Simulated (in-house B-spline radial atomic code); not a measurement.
## Mn IV (Mn3+): [Ar] 3d3 4s1 (an excited or competing configuration)

Level of theory: non-relativistic PBE0, spin-polarised, spherical fractional occupations, point nucleus; calculated with a radial B-spline atomic code at the basis-set limit.

Z_r = [3n² - l(l+1)]/(2<r>); Z_e = n√(-2ε); the last column is Slater's effective charge. Values are occupation-weighted means over spin.

| shell | electrons | ε (eV) | <r> (bohr) | Z_r | Z_e | Slater |
| --- | --- | --- | --- | --- | --- | --- |
| 1s | 2 | -6463.2 | 0.06156 | 24.37 | 21.80 | 24.70 |
| 2s | 2 | -795.82 | 0.2819 | 21.28 | 15.30 | 20.85 |
| 2p | 6 | -687.96 | 0.248 | 20.16 | 14.22 | 20.85 |
| 3s | 2 | -133.68 | 0.8413 | 16.05 | 9.40 | 13.75 |
| 3p | 6 | -101.51 | 0.8768 | 14.26 | 8.19 | 13.75 |
| 3d | 3 | -51.063 | 0.9822 | 10.69 | 5.81 | 6.30 |
| 4s | 1 | -34.437 | 2.261 | 10.61 | 6.36 | 5.65 |

The least bound orbital is 4s up at -34.44 eV, and it is also the most diffuse (<r> = 2.261 bohr).

Caution: exact exchange at fractional occupations of open shells leaves self-interaction of up to several eV.
